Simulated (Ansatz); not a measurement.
Consider the redistribution: `CO[SiH2][SiH2]O` + `[NH2][SnH]([F])[Cl]` → `CO[SiH2][SiH](O)F` + `[NH2][SnH2][Cl]`.

Program: Ansatz. Geometries: PBE0-D4/def2-TZVP. ΔE: electronic, gas phase. CCSD(T)/CBS adds triple-zeta CCSD(T) − MP2 to the extrapolated MP2 energy (def2 sets, frozen cores). Functionals use def2-TZVPP. B3LYP here is the variant with VWN-RPA as its local correlation; programs differ in this. Elements past krypton have def2 core potentials. For Sn outer-core shells are correlated without core-valence functions, which leaves a few kJ/mol of doubt a bond. One conformer a species, not always the lowest.

`CO[SiH2][SiH2]O`:

Z-matrix (Å, degrees):
```
C
O 1 1.411
H 1 1.096 2 111.2
H 1 1.091 2 108.5 3 -119.4
H 1 1.096 2 111.2 3 121.3
Si 2 1.660 1 122.7 3 -60.7
Si 6 2.353 2 99.1 1 179.8
H 6 1.493 2 110.1 1 -58.7
H 6 1.493 2 110.0 1 58.5
O 7 1.652 6 104.1 2 -2.6
H 7 1.488 6 112.5 2 -121.9
H 7 1.489 6 112.2 2 116.9
H 10 0.962 7 113.3 6 2.5
```

`[NH2][SnH]([F])[Cl]`:

Z-matrix (Å, degrees):
```
Sn
F 1 1.920
Cl 1 2.305 2 105.4
N 1 1.996 2 110.0 3 -113.9
H 1 1.691 2 106.0 3 119.4
H 4 1.012 1 112.3 2 77.6
H 4 1.013 1 113.8 2 -46.0
```

`CO[SiH2][SiH](O)F`:

Z-matrix (Å, degrees):
```
C
O 1 1.409
H 1 1.096 2 111.4
H 1 1.096 2 111.4 3 -121.4
H 1 1.091 2 108.3 3 119.3
Si 2 1.646 1 122.6 3 60.5
Si 6 2.342 2 105.9 1 -179.1
H 6 1.493 2 111.0 1 -57.9
H 6 1.493 2 110.7 1 60.9
O 7 1.638 6 105.7 2 -177.1
F 7 1.603 6 110.0 2 64.1
H 7 1.488 6 115.3 2 -54.4
H 10 0.959 7 119.1 6 170.2
```

`[NH2][SnH2][Cl]`:

```xyz
7

N    -1.205   -0.168   -0.526
Sn    0.508   -0.147    0.521
Cl    2.073    1.298   -0.469
H    -1.103   -0.513   -1.472
H    -1.669    0.730   -0.571
H     1.201   -1.695    0.456
H     0.194    0.495    2.060
```

Problem. Is it downhill or uphill in electronic energy at CCSD(T)/CBS, and by how much? (Best estimate.)

Solution. Computed: Downhill: ΔE = -20.9 kcal/mol.

Problem. What do these levels give: B3LYP-D4, B2PLYP, B3LYP, HF/def2-TZVPP, SCS-MP2/def2-TZVPP, MP2/CBS(def2)? (Estimate.)

Solution. The calculation gave: B3LYP-D4 -21.0, B2PLYP -21.6, B3LYP -21.5, HF/def2-TZVPP -24.6, SCS-MP2/def2-TZVPP -22.3, MP2/CBS(def2) -21.1 kcal/mol.

Largest T1 diagnostic among the species: 0.013.

In def2-TZVPP, CCSD(T) changes the Hartree–Fock value by +2.4 kcal/mol (the triples alone add +0.8 kcal/mol) and MP2 by +2.2 kcal/mol. From PBE to PBE0 (25 % exact exchange), in def2-TZVPP and without D4, ΔE moves by −1.9 kcal/mol.
